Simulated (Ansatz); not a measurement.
`[SiH3][SiH2][SnH3]` + `O[SiH2]S` → `[SiH3][SiH2]O[SiH2]S` + `[SnH4]`  (cleavage of the Si–Sn bond)

Isolated molecules relaxed with PBE0-D4/def2-TZVP in Ansatz; ΔE leaves out vibrations. CBS: MP2 limit from def2 TZ/QZ plus the TZ coupled-cluster correction, frozen cores. def2 core potentials past Kr. For Sn outer-core shells are correlated without core-valence functions, which leaves a few kJ/mol of doubt a bond. Each species was taken in one conformer, which may not be the lowest.

```json
{"species": "`[SiH3][SiH2][SnH3]`", "HF/def2-TZVPP energy (Eh)": "-795.87032"}
{"species": "`O[SiH2]S`", "HF/def2-TZVPP energy (Eh)": "-763.79589"}
{"species": "`[SiH3][SiH2]O[SiH2]S`", "HF/def2-TZVPP energy (Eh)": "-1344.05326"}
{"species": "`[SnH4]`", "HF/def2-TZVPP energy (Eh)": "-215.64433"}
```

**Question.** Work out ΔE.

**Answer.** ΔE = (-1344.05326) + (-215.64433) − (-795.87032) − (-763.79589) = -0.03138 Eh = -82.4 kJ/mol. CCSD(T)/CBS gives -56.1 kJ/mol.

Largest T1 diagnostic among the species: 0.014.

In def2-TZVPP, CCSD(T) changes the Hartree–Fock value by +20.3 kJ/mol (the triples alone add +2.6 kJ/mol) and MP2 by +21.3 kJ/mol. From PBE to PBE0 (25 % exact exchange), in def2-TZVPP and without D4, ΔE moves by −6.1 kJ/mol.
